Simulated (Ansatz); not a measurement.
Ansatz (a program for electronic structure) input (HF/6-31G* with LANL2DZ past Ar): The .json file joins the Basis Set Exchange's 6-31G* for atoms up to Ar and LANL2DZ past it.

Ansatz 0.2 input:
```yaml
crystal:
  periodic: [false, false, false]
  atoms:
    - {symbol: Sn, position_ang: [-0.03553892, 0.03793476, -0.01653907]}
    - {symbol: H, position_ang: [0.46801006, -1.33519732, -1.06956463]}
    - {symbol: H, position_ang: [-0.34027312, -1.00712670, 1.41974075]}
    - {symbol: H, position_ang: [1.64920901, 0.44558595, 0.47677728]}
basis:
  gaussian:
    orbitals: 6-31Gs+LANL2DZ.json
hamiltonian:
  xc: {name: HF}
total_charge: -1
phonons: {temperatures: {t_min: 298.15, t_max: 298.15, t_step: 100}}
```

### Question
Which harmonic wavenumbers does it give?

### Answer
823, 841, 841, 1609, 1609, 1631 cm⁻¹ (unscaled; negative means imaginary).
